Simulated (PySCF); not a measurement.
PySCF 2.14 output of a UHF calculation on a single atom or ion in aug-cc-pVTZ-PP with one added diffuse shell each of s, p, d, f, g type with ECP28MDF (7s7p6d4f3g, 113 functions), with scalar relativity through the core potential:

```
SCF conv_tol = 1e-09
number electrons alpha = 10  beta = 6
cycle= 1 E= -108.936473681829  delta_E= -0.0102  |g|= 0.0413  |ddm|= 0.0598
cycle= 2 E= -108.93708882803  delta_E= -0.000615  |g|= 0.0117  |ddm|= 0.0246
cycle= 3 E= -108.937274560959  delta_E= -0.000186  |g|= 0.00609  |ddm|= 0.0198
cycle= 4 E= -108.937384183393  delta_E= -0.00011  |g|= 0.00505  |ddm|= 0.0162
cycle= 5 E= -108.937546964993  delta_E= -0.000163  |g|= 0.00353  |ddm|= 0.032
cycle= 6 E= -108.93766033274  delta_E= -0.000113  |g|= 0.00203  |ddm|= 0.0357
cycle= 7 E= -108.937701460151  delta_E= -4.11e-05  |g|= 0.000821  |ddm|= 0.0266
cycle= 8 E= -108.937706184981  delta_E= -4.72e-06  |g|= 0.000248  |ddm|= 0.0087
cycle= 9 E= -108.937706487214  delta_E= -3.02e-07  |g|= 8.48e-05  |ddm|= 0.0023
cycle= 10 E= -108.937706508739  delta_E= -2.15e-08  |g|= 2.88e-05  |ddm|= 0.000323
cycle= 11 E= -108.937706511055  delta_E= -2.32e-09  |g|= 5.7e-06  |ddm|= 0.000105
cycle= 12 E= -108.937706511163  delta_E= -1.08e-10  |g|= 1.49e-06  |ddm|= 4.7e-05
converged SCF energy = -108.937706511163  <S^2> = 6.0056019  2S+1 = 5.0022403
```

The run itself started from symmetry-adapted Hartree-Fock orbitals and held the occupation by maximum overlap, so the iterations belong to that start.

Which element, charge and spin multiplicity is this?

Rh⁺ (rhodium, charge +1), multiplicity 5; the state was [Kr] 4d7 5p1, one real determinant (an excited configuration).

⟨L²⟩ = 13.96 against 20 for a pure G term, so this real determinant mixes terms. Energies and moments cover only the electrons outside the core potential.
